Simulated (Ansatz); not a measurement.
Ansatz (a first-principles code) input (CAM-B3LYP/def2-TZVPD):

Ansatz 0.2 input:
```yaml
crystal:
  periodic: [false, false, false]
  atoms:
    - {symbol: C, position_ang: [-1.52898140, 0.28395697, -0.12508139]}
    - {symbol: C, position_ang: [-0.29755424, -0.55255937, -0.45372486]}
    - {symbol: N, position_ang: [0.87491221, -0.03012743, 0.16507582]}
    - {symbol: C, position_ang: [1.81617265, 0.41968872, 0.68333094]}
    - {symbol: H, position_ang: [-1.40208934, 1.30883811, -0.47290718]}
    - {symbol: H, position_ang: [-1.70519531, 0.30357724, 0.95010670]}
    - {symbol: H, position_ang: [-2.40413276, -0.14490062, -0.61444932]}
    - {symbol: H, position_ang: [-0.42628060, -1.58198720, -0.11434102]}
    - {symbol: H, position_ang: [-0.12450949, -0.58115343, -1.53108804]}
basis:
  gaussian:
    orbitals: def2-TZVPD
hamiltonian:
  xc: {name: CAM-B3LYP}
total_charge: 1
magnetization: {spin_polarized: true, initial_magnetization: 1}
```

End of the output:

```
integrals: 0.10 GiB planned
956 factors; their error is unknown
integrals: 0.13 GiB planned
423 factors; integrals over basis functions are off by at most 2.3e-5 eV
mean field: 1.34 GiB planned
mean field evaluation 1: about -4654.4256 eV, gradient 5.9e1 eV
mean field evaluation 2: about -4608.2683 eV, gradient 1.1e2 eV
mean field evaluation 4: about -4669.1475 eV, gradient 4.2e0 eV
mean field evaluation 8: about -4669.2487 eV, gradient 2.3e-1 eV
mean field evaluation 16: about -4669.2343 eV, gradient 4.4e-3 eV
mean field evaluation 32: about -4668.9538 eV, gradient 1.3e0 eV
mean field -4669.23433309 eV, -171.5911968204 hartree, gradient 4.7e-5 eV, S^2 0.784077; 3 other end points of the search recorded, 0 dependent functions left out
reference -4669.23444550 eV, -171.5912009515 hartree; 15, 14 occupied and 178, 179 virtual orbitals, 956 factors
Total energy: -4669.23444550 eV, -171.5912009515 hartree
```

This state (charge 1, doublet) is run at the relaxed geometry of the species with charge 0 and multiplicity 1.
